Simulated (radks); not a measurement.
The mean radii <r> (bohr) of the occupied orbitals of an atom or ion are listed with their occupations. All-electron calculation, scalar-relativistic Kohn-Sham, BLYP, spin-unpolarised, spherical densities, finite nucleus; Fermi nuclear charge, rms radius of each element as measured or else 0.836 A^(1/3) + 0.57 fm. Program: a radial shooting solver on a logarithmic mesh with Libxc functionals.

| orbital | occ. | <r> |
|---|---|---|
| 1s | 2 | 0.03517 |
| 2s | 2 | 0.1537 |
| 2p | 6 | 0.1339 |
| 3s | 2 | 0.4291 |
| 3p | 6 | 0.4307 |
| 3d | 10 | 0.4154 |
| 4s | 2 | 1.109 |
| 4p | 6 | 1.243 |
| 4d | 6 | 2.183 |

Name the element and its charge.

Answer. Z = 42, molybdenum, charge 0: Mo in [Kr] 4d6. The 1s radius gives Z: for a bare nucleus <r> = (2 gamma + 1)/(2Z) with gamma = sqrt(1 - (Z/c)^2), 0.03457 bohr for Z = 42, and screening makes it slightly larger (0.03517 here). The occupations add up to 42, and the charge is Z minus that.
